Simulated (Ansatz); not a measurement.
The first iterations of a band of CH$_{4}$F$_{2}$NSb (9 atoms, charge 0, multiplicity 1).

Computed with RKS PBE0-D4/def2-SVP (Ansatz 0.2.0).

| Quantity | Value |
| --- | --- |
| movable images | 9 |
| climbing image | yes |
| spring | 5.0 eV/Å² |
| optimiser | quadratic models (default) |
| start path | through a guess of the saddle point |
| force threshold | 0.05 eV/Å |
| iteration limit | 50 |
| end points | relaxed |

Image 0:

```xyz
9
Properties=species:S:1:pos:R:3
F 0.951 1.742 0.207
C 1.252 0.438 -0.143
N 0.239 -0.485 0.186
Sb -1.514 -0.504 -0.852
F -2.584 0.719 0.220
H 2.192 0.173 0.373
H 1.427 0.430 -1.234
H 0.171 -0.683 1.181
H -2.045 -1.877 0.045
```

Image 10:

```xyz
9
Properties=species:S:1:pos:R:3
F 1.444 1.509 0.841
C 1.239 0.516 -0.106
N 0.142 -0.309 0.187
Sb -1.768 0.208 -0.259
F -2.155 -1.271 -1.465
H 2.171 -0.073 -0.155
H 1.087 1.026 -1.074
H 0.304 -1.008 0.905
H -2.376 -0.644 1.111
```

| iteration | highest image above the first end (eV) | largest band force component (eV/Å) |
| --- | --- | --- |
| 1 | 145.750 | 657.150 |
| 2 | 91.362 | 342.351 |
| 3 | 38.980 | 168.440 |
| 4 | 19.500 | 94.380 |
| 5 | 8.674 | 48.213 |
| 6 | 3.764 | 21.106 |

Question: Does the band converge within its limit, and where does its top end?

Answer: The forces met the threshold. It ended after 19 iterations with the highest image 1.792 eV above the first end. A vibrational analysis at the climbing image gives one clearly imaginary mode, 521i cm⁻¹: a first-order saddle point.

The run took 7.8 min on 2 threads of Arm Neoverse V2, with other jobs on the host, peak memory 0.23 GiB.
